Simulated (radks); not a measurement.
Task: Species: Bi29+. Configuration: [Kr] 4d10 4f8 (the NIST ground configuration). Method: scalar-relativistic Kohn-Sham, PBE, spin-unpolarised, spherical densities, point nucleus; computed with a radial shooting solver on a logarithmic mesh with Libxc functionals. Some entries of the table are withheld. Estimate them.

orbital  occ.  eigenvalue (eV)  <r> (bohr)  <1/r> (bohr^-1)
1s          2        -91643.48     0.01578            103.4
2s          2        -17244.20     0.06645            24.29
2p          6              (1)     0.06054            21.22
3s          2        -4873.672      0.1712            9.016
3p          6        -4199.082      0.1732            8.132
3d         10        -3525.457      0.1570            7.623
4s          2        -1786.603      0.3666              (2)
4p          6        -1557.109      0.3869            3.636
4d         10        -1299.234      0.3962            3.334
4f          8        -1022.879      0.3840            3.052

Result: 
(1) 2p eigenvalue (eV): -14884.90
(2) 4s <1/r> (bohr^-1): 4.010
